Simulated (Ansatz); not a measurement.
Ansatz (a program for electronic structure) input:
A basis named .json is the Basis Set Exchange file of that set.

Ansatz 0.2 input:
```yaml
crystal:
  periodic: [false, false, false]
  atoms:
    - {symbol: Si, position_ang: [0.25597722, 0.27419803, -0.02783062]}
    - {symbol: C, position_ang: [-0.28473582, 1.10918413, 1.56168408]}
    - {symbol: C, position_ang: [1.69908262, -0.86754415, 0.33272583]}
    - {symbol: C, position_ang: [0.70837479, 1.53513780, -1.32572718]}
    - {symbol: O, position_ang: [-1.00379822, -0.58670952, -0.67666101]}
    - {symbol: C, position_ang: [-1.66318505, -1.65307476, -0.02585729]}
    - {symbol: H, position_ang: [-1.14167479, 1.76434107, 1.39019453]}
    - {symbol: H, position_ang: [0.52422831, 1.71757589, 1.97387720]}
    - {symbol: H, position_ang: [-0.56649706, 0.38097780, 2.32590922]}
    - {symbol: H, position_ang: [2.55231379, -0.30326123, 0.71749589]}
    - {symbol: H, position_ang: [2.02324091, -1.38926324, -0.57044319]}
    - {symbol: H, position_ang: [1.44222074, -1.62056086, 1.08152603]}
    - {symbol: H, position_ang: [1.53919428, 2.16079210, -0.99093430]}
    - {symbol: H, position_ang: [1.00704059, 1.04722509, -2.25566433]}
    - {symbol: H, position_ang: [-0.13821151, 2.18838407, -1.54619063]}
    - {symbol: H, position_ang: [-2.12979584, -1.32862496, 0.91062074]}
    - {symbol: H, position_ang: [-2.44570350, -2.02747028, -0.68682061]}
    - {symbol: H, position_ang: [-0.97687044, -2.47742982, 0.19639349]}
basis:
  gaussian:
    orbitals: cc-pV_T+d_Z.json
    fitting: {mean_field: def2-universal-jkfit, correlation: cc-pVTZ-RIFIT.json}
magnetization: {spin_polarized: false}
correlation: {method: mp2, electrons: outside_noble_gas}
```

**Question.** Predict the final energy.

**Answer.** -523.50872 Eh (RI-MP2/cc-pV(T+d)Z). The basis has 357 functions.
